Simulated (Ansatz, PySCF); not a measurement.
This Ansatz (a first-principles code) input computes a r2SCAN/def2-TZVPD energy:

Ansatz 0.2 input:
```yaml
crystal:
  periodic: [false, false, false]
  atoms:
    - {symbol: Br, position_ang: [-0.00000000, -0.00000000, -1.15786779]}
    - {symbol: Br, position_ang: [0.00000000, 0.00000000, 1.15786779]}
basis:
  gaussian:
    orbitals: def2-TZVPD
hamiltonian:
  xc: {name: r2SCAN}
output: {forces: true}
```

Problem. Write an input for the same energy in PySCF and say what it gives.

Solution. 
```python
from pyscf import gto, scf, dft

mol = gto.M(
    atom='''
    Br   -0.00000000   -0.00000000   -1.15786779
    Br    0.00000000    0.00000000    1.15786779
    ''',
    basis='def2-tzvpd',
    charge=0,
    spin=0,
    verbose=4,
)

mf = dft.RKS(mol, xc='r2scan').density_fit(auxbasis='def2-universal-jkfit')
mf.grids.level = 4
mf.conv_tol = 1e-9
mf.max_cycle = 100
mf.max_memory = 1500
mf.kernel()
if not mf.converged:
    mf = mf.newton()
    mf.kernel(mf.make_rdm1())
mf.analyze()
```
It gives -5148.27088 Eh, and Ansatz -5148.27079 Eh, a difference of 0.09 mEh, from the treatment of integrals and grids.
